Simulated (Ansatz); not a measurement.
`[CH3][Mo]([F])(=[S])=[S]`. The species carries charge 0 and has multiplicity 1. Correlated methods include outer-core shells of Mo, which these sets cover unevenly. Mo: def2 effective core potential.

```xyz
8

C     0.4412    0.9076   -0.4666
Mo   -0.4470   -0.7955    0.3319
F    -1.8128   -1.3697   -0.7556
S     1.1371   -2.1465    0.5096
S    -1.0590   -0.1913    2.2364
H     0.8240    0.6390   -1.4562
H    -0.3400    1.6700   -0.5488
H     1.2566    1.2865    0.1493
```

Problem. Give the diagnostics of a CCSD(T)/def2-TZVPP run (frozen core, Ansatz). (Estimate.)

Solution. Ansatz gave: T1 = 0.0253, largest single amplitude 0.067, largest double 0.069, (T) share of the correlation energy 6.2 %, 15 CCSD cycles. The RHF solution is unstable towards an unrestricted one. T1 lies over the customary mark of 0.02 for closed shells; compounds of d metals often pass it without a breakdown.
